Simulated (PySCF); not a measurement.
Job file and geometry (Å, from GFN2-xTB) of a spin–spin coupling run on `[C]1(=C)CC[O][GeH2]1`, C$_{4}$H$_{8}$GeO, B3LYP/pcJ-1 Ge:pcSseg-1 indirect spin-spin coupling, non-relativistic, gas phase (PySCF); density fitting, a coarse starting grid and PySCF grid level 2 are the driver's defaults:

```
$ OMP_NUM_THREADS=1 python probes_run.py task.json out

{"job": {"kind": "j", "xc": "B3LYP", "basis": "pcJ-1"}, "charge": 0, "multiplicity": 1}
C      2.106935     0.153412    -0.078983
C      0.786440     0.175083    -0.140439
C     -0.076199    -0.953519    -0.629936
C     -1.388662    -0.908094     0.161583
O     -1.832528     0.424662     0.324941
Ge    -0.470775     1.567147     0.451204
H      2.671569     0.997872     0.279212
H      2.677989    -0.707723    -0.395548
H      0.409927    -1.924019    -0.530190
H     -0.302563    -0.780040    -1.686220
H     -2.182718    -1.450612    -0.359476
H     -1.242427    -1.373036     1.143493
H     -0.324093     2.052645     1.877260
H     -0.833573     2.725749    -0.439065
```

Question: What does the program print?

Answer: 
```
coarse grid: 53096 points
cycle   1  E = -2309.1151573687  dE =  7.203e-02  |g| = 1.222e+00  |ddm| = 3.294e+00
cycle   2  E = -2308.7145590560  dE =  4.006e-01  |g| = 1.885e+00  |ddm| = 2.271e+00
cycle   3  E = -2309.2664501548  dE = -5.519e-01  |g| = 3.628e-01  |ddm| = 1.854e+00
cycle   4  E = -2309.2882211601  dE = -2.177e-02  |g| = 9.720e-02  |ddm| = 3.179e-01
cycle   5  E = -2309.2895712240  dE = -1.350e-03  |g| = 1.744e-02  |ddm| = 8.949e-02
cycle   6  E = -2309.2896447645  dE = -7.354e-05  |g| = 4.283e-03  |ddm| = 2.272e-02
cycle   7  E = -2309.2896483887  dE = -3.624e-06  |g| = 1.584e-03  |ddm| = 4.313e-03
final grid: 112056 points
cycle   8  E = -2309.2896278614  dE =  1.249e-06  |g| = 2.782e-03  |ddm| = 4.148e-03
cycle   9  E = -2309.2896226849  dE =  5.176e-06  |g| = 5.328e-03  |ddm| = 6.541e-03
cycle  10  E = -2309.2896297595  dE = -7.075e-06  |g| = 3.776e-04  |ddm| = 4.239e-03
cycle  11  E = -2309.2896297907  dE = -3.124e-08  |g| = 3.045e-05  |ddm| = 2.941e-04
cycle  12  E = -2309.2896297909  dE = -1.728e-10  |g| = 1.528e-05  |ddm| = 3.590e-05
converged SCF energy = -2309.2896297909

Indirect spin-spin couplings (Hz)
  i      j    bonds     total        FC       PSO       DSO        SD
  0 C    1 C    1     76.608    86.457   -10.107     0.259         -
  0 C    2 C    2      0.663     1.032    -0.365    -0.005         -
  0 C    3 C    3      4.756     4.719     0.093    -0.056         -
  0 C    4 O    3     -0.310    -0.145    -0.227     0.062         -
  0 C    6 H    1    165.489   164.348     0.417     0.724         -
  0 C    7 H    1    162.434   161.403     0.334     0.698         -
  0 C    8 H    3      6.800     7.061    -0.312     0.051         -
  0 C    9 H    3      5.522     5.631     0.079    -0.188         -
  0 C   11 H    4     -0.327    -0.337     0.150    -0.140         -
  0 C   12 H    3     -0.076     0.143     0.035    -0.254         -
  0 C   13 H    3      1.325     1.675     0.128    -0.478         -
  1 C    2 C    1     39.491    40.892    -1.741     0.339         -
  1 C    3 C    2     -0.939    -0.860    -0.186     0.108         -
  1 C    4 O    2     -0.095    -0.326     0.242    -0.011         -
  1 C    6 H    2     -0.143     1.442    -1.385    -0.199         -
  1 C    7 H    2     -1.886    -0.118    -1.515    -0.253         -
  1 C    8 H    2     -3.536    -3.489    -0.152     0.104         -
  1 C    9 H    2     -7.500    -7.689    -0.062     0.250         -
  1 C   10 H    3      7.181     7.149     0.339    -0.307         -
  1 C   11 H    3      1.970     1.785     0.015     0.169         -
  1 C   12 H    2     13.639    14.357    -0.043    -0.675         -
  1 C   13 H    2     10.614    11.396     0.031    -0.813         -
  2 C    3 C    1     34.238    34.533    -0.588     0.292         -
  2 C    4 O    2      0.708     0.217     0.526    -0.035         -
  2 C    6 H    3     11.696    11.748     0.349    -0.401         -
  2 C    7 H    3      7.430     7.487    -0.163     0.107         -
  2 C    8 H    1    138.957   137.143     0.778     1.035         -
  2 C    9 H    1    133.819   131.863     0.858     1.099         -
  2 C   10 H    2     -0.965    -0.968     0.009    -0.006         -
  2 C   11 H    2      0.104     0.088    -0.040     0.057         -
  2 C   12 H    3      1.022     1.488     0.240    -0.707         -
  2 C   13 H    3      1.539     1.923     0.152    -0.536         -
  3 C    4 O    1     24.019    24.461    -0.253    -0.188         -
  3 C    6 H    4     -0.712    -0.659     0.270    -0.322         -
  3 C    7 H    4     -0.775    -0.787     0.187    -0.175         -
  3 C    8 H    2      2.018     1.921     0.052     0.045         -
  3 C    9 H    2     -6.461    -6.477    -0.091     0.108         -
  3 C   10 H    1    151.798   150.732    -0.045     1.111         -
  3 C   11 H    1    147.040   145.870    -0.017     1.187         -
  3 C   12 H    3      0.383     0.766     0.172    -0.555         -
  3 C   13 H    3      3.330     3.810     0.289    -0.769         -
  4 O    6 H    4      0.175     0.085    -0.184     0.273         -
  4 O    8 H    3     -3.109    -3.215    -0.093     0.200         -
  4 O    9 H    3     -0.165     0.028    -0.141    -0.052         -
  4 O   10 H    2    -12.728   -11.972    -0.678    -0.078         -
  4 O   11 H    2     -5.387    -4.743    -0.585    -0.060         -
  4 O   12 H    2     -6.013    -6.300    -0.102     0.389         -
  4 O   13 H    2    -12.211   -12.477    -0.024     0.291         -
  6 H    7 H    2      1.581     1.064     3.728    -3.210         -
  6 H    8 H    4     -1.134    -1.101     1.450    -1.483         -
  6 H    9 H    4     -4.212    -4.174     1.421    -1.458         -
  6 H   10 H    5      0.706     0.912     1.326    -1.532         -
  6 H   12 H    4     -0.525    -0.414    -0.227     0.116         -
  6 H   13 H    4     -1.265    -0.451     0.240    -1.053         -
  7 H    8 H    4     -1.058    -1.198    -1.239     1.378         -
  7 H    9 H    4     -3.846    -3.901     0.392    -0.337         -
  7 H   10 H    5      0.396     0.427     0.986    -1.018         -
  7 H   12 H    4     -0.868    -0.340     0.997    -1.525         -
  7 H   13 H    4     -0.483     0.311     1.052    -1.846         -
  8 H    9 H    2    -15.011   -15.507     2.334    -1.838         -
  8 H   10 H    3      0.624     0.515     0.743    -0.634         -
  8 H   11 H    3      4.913     4.667    -0.197     0.443         -
  8 H   12 H    4      0.354     1.252     1.075    -1.973         -
  8 H   13 H    4     -1.319    -0.272     1.354    -2.402         -
  9 H   10 H    3      9.267     9.026    -0.241     0.482         -
  9 H   11 H    3     13.050    12.904     2.531    -2.386         -
  9 H   12 H    4     -2.798    -0.918     1.343    -3.223         -
  9 H   13 H    4     -1.229    -0.740     0.053    -0.543         -
 10 H   11 H    2     -9.640   -10.028     2.125    -1.737         -
 10 H   12 H    4     -0.745     0.262     1.434    -2.441         -
 10 H   13 H    4     -0.848    -0.044     1.090    -1.894         -
 11 H   12 H    4     -0.328     0.044     0.043    -0.415         -
 11 H   13 H    4     -1.678     0.171     1.491    -3.340         -
 12 H   13 H    2     35.378    38.846     1.059    -4.526         -
```

Size and cost of the density-fitted run: 256 basis functions, 98 s wall time on 1 thread of an Arm Neoverse N1, shared host; peak memory 1 GiB.
